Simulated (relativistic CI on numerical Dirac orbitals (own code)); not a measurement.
# Hyperfine structure of Eu27+, mass number 153

Calculated at this level of theory: Dirac-Coulomb-Breit CI, separate exchange-only KLI orbitals for each configuration, QED by a radiative potential, unscaled Slater integrals (own radial code, finite nucleus).

CI space (outside the closed core [Ar] 3d10): 4s²4p⁶, 4s²4p⁵4d, 4s4p⁶4d, 4s²4p⁵4f, 4s4p⁶4f, 4s²4p⁵5s, 4p⁶4d4f, 4s²4p⁵5p, 4p⁶4d², 4p⁵4d³, 4p⁵4d²4f, 4p⁵4d²5s, 4p⁵4d²5p, 4p⁶4f², 4p⁵4d4f², 4p⁵4f³, 4p⁵4f²5s, 4p⁵4f²5p. Double excitations out of closed p, d and f shells are left out; levels of such configurations are missing from the list, as are those of other unlisted configurations, and high levels can miss mixing partners.

Nuclear spin I = 5/2, μ = 1.5294 μN, Q = 2.41 b (tables of Stone and Pyykkö). The electronic factors are computed for point nuclear moments, without core polarisation or the Bohr-Weisskopf and QED corrections.

```json
{"Level": "4s²4p⁵4d ³P°1", "E (cm⁻¹)": "912670", "A (MHz)": "8702", "B (MHz)": "29800"}
{"Level": "4s²4p⁵4d ³F°3", "E (cm⁻¹)": "936864", "A (MHz)": "12610", "B (MHz)": "-113000"}
{"Level": "4s²4p⁵4d ³D°2", "E (cm⁻¹)": "944858", "A (MHz)": "11990", "B (MHz)": "-14300"}
{"Level": "4s²4p⁵4d ³F°4", "E (cm⁻¹)": "975736", "A (MHz)": "8498", "B (MHz)": "-105000"}
{"Level": "4s²4p⁵4d ³D°3", "E (cm⁻¹)": "1028464", "A (MHz)": "7371", "B (MHz)": "47500"}
{"Level": "4s²4p⁵4d ³D°1", "E (cm⁻¹)": "1108455", "A (MHz)": "-5478", "B (MHz)": "17600"}
{"Level": "4s²4p⁵4d ³F°2", "E (cm⁻¹)": "1230233", "A (MHz)": "36940", "B (MHz)": "40500"}
{"Level": "4s²4p⁵4d ¹P°1", "E (cm⁻¹)": "1404677", "A (MHz)": "-19130", "B (MHz)": "1960"}
```

Levels with J = 0, under 50 % of one LS term, or S terms without an open s electron are left out. Small factors come from cancelling terms and can be off by tens of per cent or more.

At this charge energies of transitions that change n are usually good to better than 1 %, and those within a shell (Δn = 0) to a few per cent.

Question: Give the hyperfine levels of 4s²4p⁵4d ³F°3 relative to its centre of gravity.

Answer: With K = F(F + 1) − I(I + 1) − J(J + 1), E = AK/2 + B[¾K(K + 1) − I(I + 1)J(J + 1)]/[2I(2I − 1)J(2J − 1)]: F = 1/2: -194000, F = 3/2: -144500, F = 5/2: -73420, F = 7/2: 2374, F = 9/2: 59140, F = 11/2: 66350 MHz.

LS names give the leading component of a level, which can be under half, so a name can repeat, a term be missing and a line seem to break the LS rules.
